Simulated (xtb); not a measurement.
SiBr2Cl2, SMILES Cl[Si](Cl)(Br)Br. All values are semi-empirical tight-binding results from xtb (GFN2-xTB unless named), good for trends rather than for accurate numbers. Geometry optimised at GFN2-xTB.

```json
{
  "point_group_as_xtb_finds_it": "C2v",
  "orbital_gap": "6.51 eV",
  "zero_point_energy": "3.5 kcal/mol",
  "G − E(el) at 298.15 K (modified RRHO)": "-18.3 kcal/mol",
  "static polarisability (D4 model)": "98.4 bohr³",
  "solvation energy, GFN2-xTB/ALPB(water)": "0.2 kcal/mol",
  "solvation energy, GFN2-xTB/ALPB(ether)": "-7.0 kcal/mol"
}
```
